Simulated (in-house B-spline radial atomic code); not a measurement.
Multiplet parameters of the 3p2 shell in Ti IX (Ti8+) ([Ne] 3s2 3p2). Computed with a radial B-spline atomic code at the basis-set limit: non-relativistic Hartree-Fock, average of configuration, point nucleus.

Slater integrals: F^2 = 109922 cm⁻¹. Central-field spin-orbit parameter ζ(3p) = 4749 cm⁻¹ (bare central field on non-relativistic orbitals, without two-electron terms: too large for light atoms, too small for heavy ones).

With F₂ = F^2/25 = 4397 cm⁻¹:

Question: Where do the terms lie in LS coupling, without spin-orbit interaction?

Answer: In cm⁻¹ above the Hund's-rule term:
| term | expression | energy |
| --- | --- | --- |
| 3P | 0 F₂ | 0 |
| 1D | 6 F₂ | 26381 |
| 1S | 15 F₂ | 65953 |

Question: How far can these numbers be trusted?

Answer: Fits to spectra need these integrals scaled down, since correlation screens the repulsion. Here ζ is 1.08 times F₂, so the coupling is intermediate: spin-orbit interaction mixes the terms, and LS labels name only the largest part.
